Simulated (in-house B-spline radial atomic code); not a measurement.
W2+ is squeezed into an impenetrable sphere of radius R (the orbitals vanish at R). Computed with a B-spline radial code for spherical atoms: Dirac-Hartree-Fock, average of configuration, Fermi nucleus of rms radius 5.3658 fm.

Energies in eV above the free ion in [Xe] 4f14 5d4:

| R (bohr) | highest level (eV) | [Xe] 4f14 5d4 | [Xe] 4f14 5d3 5f1 | [Kr] 4d10 4f14 5s2 5p5 5d4 5f1 |
| --- | --- | --- | --- | --- |
| 9.73 | -24.5 | 2.234e-05 | 16.42 | 59.74 |
| 6.4 | -24.4 | 0.02834 | 18.85 | 62.08 |
| 4.8 | -23.9 | 0.6396 | 24.17 | 67.23 |
| 4.16 | -23.1 | 2.108 | 29.43 | 72.46 |
| 3.83 | -22.2 | 3.898 | 33.95 | 77.08 |
| 3.23 | -18.8 | 12.34 | 49.54 | 93.5 |
| 2.44 | -3.41 | 68.71 | 123.1 | 172.3 |
| 2.33 | 1.27 | 89.87 | 147.9 | 198.6 |
| 1.8 | 49.9 | 374 | 456.4 | 521.3 |
| 1.42 | 159 | 1231 | 1339 | 1427 |

Does [Xe] 4f14 5d3 5f1 fall below [Xe] 4f14 5d4 under compression?

No, it stays above over the whole range.

Does [Kr] 4d10 4f14 5s2 5p5 5d4 5f1 fall below [Xe] 4f14 5d4 under compression?

No, it stays above over the whole range.

The highest level is first positive in the row R = 2.33 bohr, pushed up by confinement above the zero of the free ion's potential. Each configuration is held fixed and needn't be the lowest in the sphere.
